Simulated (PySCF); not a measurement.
# Shifts of the heteroatoms

Structure with atom numbers: `[N:1]#[C:2][C:3]([C:4]#[N:5])([C:6]#[N:7])[C:8]#[N:9]`.

PySCF 2.14.0 with density-fitted response routines calculation with couplings computed with B3LYP/pcJ-1, shielding tensors at PBE0/pcSseg-1 (GIAO) and structure optimised with PBE0-D3(BJ)/def2-SVP; gas phase, rapidly exchanging positions averaged, relativity neglected, one computed conformer.

Task: Where does 15N resonate?

Result: 
| atoms | environment | σ (ppm) | δ (ppm) |
| --- | --- | --- | --- |
| N1/N5/N7/N9 | nitrile nitrogen | -62.6 | -93.1 |

Shieldings were converted by a linear fit to measured shifts: 15N: δ = -150.45 − 0.916σ (rms 7.2 ppm, 79 shifts vs CH3NO2, solution or neat liquid). Occasional misses reach two or three times the rms, and more in compound classes unlike the fitted ones.

Couplings (the largest are listed; each averaged over equivalent pairs): 1J(N1,C2) = -13.9 Hz, 2J(N1,C3) = 4.0 Hz. Signs are for 15N, whose magnetogyric ratio is negative.

On a 300 MHz spectrometer 15N resonates near 30.4 MHz, so 1 ppm is 30.4 Hz.
